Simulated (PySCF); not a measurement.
C₄H₄N₂Se.
Z-matrix (Å and degrees, PBE0-D3(BJ)/def2-SVP geometry), rows numbered from 1:
```
C 
C   1  1.3371
C   2  1.4650  1  124.18
C   3  1.4507  2  122.63  1   179.73
N   4  1.3008  3  117.33  2  -179.92
Se  5  1.7990  4  106.72  3    -0.01
N   3  1.3127  2  122.40  1    -0.22
H   1  1.0933  2  120.57  3    -0.00
H   1  1.0920  2  121.17  3  -179.99
H   2  1.0948  1  120.26  3   179.97
H   4  1.0958  3  123.17  2     0.06
```

The calculation used core-valence-separated Tamm–Dancoff BHandHLYP/aug-pcX-1 (pcseg-1 on H, def2-SVPD on Se) in PySCF, non-relativistic, gas phase, PBE0-D3(BJ)/def2-SVP geometry. The energies are unshifted.

Problem. What does the C 1s absorption edge look like?

Solution. 
```csv
E (eV),f,core hole on,main final orbital,polarisation
281.92,0.0584,C1,LUMO (53 %),out of plane
282.64,0.0438,C2,LUMO (49 %),out of plane
283.24,0.0437,C4,LUMO+2 (42 %),out of plane
283.35,0.0618,C3,LUMO (75 %),out of plane
285.47,0.0145,C2,LUMO (49 %),out of plane
285.91,0.0129,C4,LUMO (58 %),out of plane
286.04,0.0107,C1,LUMO+3 (37 %),in plane
286.09,0.0168,C2,LUMO+3 (43 %),in plane
286.20,0.0029,C1,LUMO+2 (46 %),out of plane
286.58,0.0102,C3,LUMO+2 (72 %),out of plane
286.71,0.0193,C1,spread,in plane
286.85,0.0084,C4,LUMO+1 (80 %),in plane
287.00,0.0002,C1,LUMO+1 (76 %),–
287.03,0.0097,C2,LUMO+1 (65 %),in plane
287.09,0.0077,C3,LUMO+1 (90 %),in plane
287.34,0.0173,C4,LUMO+3 (53 %),in plane
287.43,0.0017,C2,LUMO+4 (58 %),in plane
287.55,0.0041,C1,LUMO+3 (42 %),in plane
287.59,0.0080,C1,LUMO+12 (39 %),out of plane
```

The first line with a tenth or more of the strongest one's intensity is at 281.92 eV (f = 0.058), with the hole on C1 (terminal =CH2 carbon), polarised out of plane: a 1s→π* resonance. The strongest listed is at 283.35 eV (f = 0.062; C3, 1s→π*).

Problem. What does the N 1s absorption edge look like?

Solution. 
```csv
E (eV),f,core hole on,main final orbital,polarisation
396.25,0.0541,N7,LUMO (84 %),out of plane
396.41,0.0603,N5,LUMO (59 %),out of plane
398.90,0.0403,N7,LUMO+1 (55 %),in plane
398.95,0.0436,N5,LUMO+1 (53 %),in plane
401.23,0.0019,N5,LUMO+2 (53 %),out of plane
401.36,0.0107,N7,spread,in plane
401.53,0.0000,N7,LUMO+2 (94 %),–
401.60,0.0094,N5,LUMO+1 (34 %),in plane
402.11,0.0024,N7,LUMO+6 (31 %),in plane
402.13,0.0019,N5,LUMO+3 (41 %),in plane
402.69,0.0017,N7,LUMO+3 (53 %),in plane
```

The first line with a tenth or more of the strongest one's intensity is at 396.25 eV (f = 0.054), with the hole on N7 (pyridine-type nitrogen), polarised out of plane: a 1s→π* resonance. The strongest listed is at 396.41 eV (f = 0.060; N5, 1s→π*).

Roots within 0.03 eV whose holes lie on the same, on equivalent or on shared atoms are summed into one line, and the highest roots are left out, as the search may have cut off their partners. Final orbitals are the ground state's empty Kohn–Sham orbitals. A dash: too weak, shared between unlike atoms, or no plane or axis to refer to.

Problem. What is the summed oscillator strength of the listed C K lines, and their intensity-weighted mean energy?

Solution. Σf = 0.352 over 19 lines from 281.92 to 287.59 eV; the weighted mean is 284.34 eV. The strongest line holds 18 % of the sum.

Only the lowest roots of each edge were sought. Relativistic effects, spin–orbit coupling among them, are left out although an element past zinc is present.

One conformer stands for the species.
